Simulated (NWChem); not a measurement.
System meant: C$_{10}$H$_{8}$S; SMILES C=Cc1ccc2c(scc2)c1

NWChem input:

```
start job
memory heap 200 mb stack 900 mb global 1100 mb
geometry units angstroms noautoz
  C      1.318273    -3.772076     0.000000
  C      0.093960    -3.201966     0.000000
  C     -0.230733    -1.767390     0.000000
  C     -1.600857    -1.374887     0.000000
  C     -1.987617    -0.036800     0.000000
  C     -1.003080     0.978706     0.000000
  C     -1.146473     2.410824     0.000000
  C      0.061820     3.063952     0.000000
  S      1.432044     1.980906     0.000000
  C      0.372487     0.581625     0.000000
  C      0.759829    -0.763605     0.000000
  H      2.247675    -3.180537     0.000000
  H      1.431154    -4.866224     0.000000
  H     -0.786727    -3.868462     0.000000
  H     -2.370486    -2.162357     0.000000
  H     -3.053916     0.235831     0.000000
  H     -2.115395     2.928557     0.000000
  H      0.239745     4.146816     0.000000
  H      1.826160    -1.032227     0.000000
end
basis spherical
  C library def2-svp
  S library def2-svp
  H library def2-svp
end
dft
  odft
  mult 2
  xc xpbe96 cpbe96
  iterations 150
  semidirect filesize 400000000
  mulliken
end
task dft energy
```

End of the output:

```
 ==============================================================================
                                 internuclear angles
 ------------------------------------------------------------------------------
        center 1       |       center 2       |       center 3       |  degrees
 ------------------------------------------------------------------------------
    2 C                |   1 C                |  12 H                |   122.55
    2 C                |   1 C                |  13 H                |   120.86
   12 H                |   1 C                |  13 H                |   116.59
    1 C                |   2 C                |   3 C                |   127.72
    1 C                |   2 C                |  14 H                |   117.91
    3 C                |   2 C                |  14 H                |   114.37
    2 C                |   3 C                |   4 C                |   118.74
    2 C                |   3 C                |  11 C                |   122.63
    4 C                |   3 C                |  11 C                |   118.63
    3 C                |   4 C                |   5 C                |   122.11
    3 C                |   4 C                |  15 H                |   118.36
    5 C                |   4 C                |  15 H                |   119.54
    4 C                |   5 C                |   6 C                |   119.77
    4 C                |   5 C                |  16 H                |   120.46
    6 C                |   5 C                |  16 H                |   119.77
    5 C                |   6 C                |   7 C                |   130.17
    5 C                |   6 C                |  10 C                |   118.01
    7 C                |   6 C                |  10 C                |   111.82
    6 C                |   7 C                |   8 C                |   112.68
    6 C                |   7 C                |  17 H                |   123.84
    8 C                |   7 C                |  17 H                |   123.49
    7 C                |   8 C                |   9 S                |   113.28
    7 C                |   8 C                |  18 H                |   127.72
    9 S                |   8 C                |  18 H                |   118.99
    8 C                |   9 S                |  10 C                |    91.19
    6 C                |  10 C                |   9 S                |   111.03
    6 C                |  10 C                |  11 C                |   122.16
    9 S                |  10 C                |  11 C                |   126.80
    3 C                |  11 C                |  10 C                |   119.32
    3 C                |  11 C                |  19 H                |   120.48
   10 C                |  11 C                |  19 H                |   120.20
 ------------------------------------------------------------------------------
                            number of included internuclear angles:         31
 ==============================================================================

 Summary of "ao basis" -> "" (spherical)
 ------------------------------------------------------------------------------
       Tag                 Description            Shells   Functions and Types
 ---------------- ------------------------------  ------  ---------------------
 C                          def2-svp                 6       14   3s2p1d
 S                          def2-svp                 8       18   4s3p1d
 H                          def2-svp                 3        5   2s1p

  pbe96 is a nonlocal functional; adding pw91lda local functional.

                                 NWChem DFT Module
                                 -----------------

 Summary of "ao basis" -> "ao basis" (spherical)
 ------------------------------------------------------------------------------
       Tag                 Description            Shells   Functions and Types
 ---------------- ------------------------------  ------  ---------------------
 C                          def2-svp                 6       14   3s2p1d
 S                          def2-svp                 8       18   4s3p1d
 H                          def2-svp                 3        5   2s1p

      Symmetry analysis of basis
      --------------------------

        a'        145
        a"         53

  number of electrons :                   84
  multiplicity        :                    2
 ------------------------------------------------------------------------
  no. of electrons and multiplicity not compatible                  84
 ------------------------------------------------------------------------
 ------------------------------------------------------------------------
  current input line :
    37: task dft energy
 ------------------------------------------------------------------------
 ------------------------------------------------------------------------
 There is an error in the input file
 ------------------------------------------------------------------------
 For more information see the NWChem manual at https://nwchemgit.github.io

0: no. of electrons and multiplicity not compatible:Received an Error in Communication
```

Can this run be used? If not, why, and what is the fix?

The program refused the input. Cause: the multiplicity doesn't fit the number of electrons (an even count wants an odd multiplicity, and the reverse). This input runs:
```
start job
memory heap 200 mb stack 900 mb global 1100 mb
geometry units angstroms noautoz
  C      1.318273    -3.772076     0.000000
  C      0.093960    -3.201966     0.000000
  C     -0.230733    -1.767390     0.000000
  C     -1.600857    -1.374887     0.000000
  C     -1.987617    -0.036800     0.000000
  C     -1.003080     0.978706     0.000000
  C     -1.146473     2.410824     0.000000
  C      0.061820     3.063952     0.000000
  S      1.432044     1.980906     0.000000
  C      0.372487     0.581625     0.000000
  C      0.759829    -0.763605     0.000000
  H      2.247675    -3.180537     0.000000
  H      1.431154    -4.866224     0.000000
  H     -0.786727    -3.868462     0.000000
  H     -2.370486    -2.162357     0.000000
  H     -3.053916     0.235831     0.000000
  H     -2.115395     2.928557     0.000000
  H      0.239745     4.146816     0.000000
  H      1.826160    -1.032227     0.000000
end
basis spherical
  * library def2-svp
end
dft
  xc xpbe96 cpbe96
  iterations 150
  semidirect filesize 400000000
  mulliken
end
task dft energy
```
It converges to -782.99298 Ha (PBE/def2-SVP).
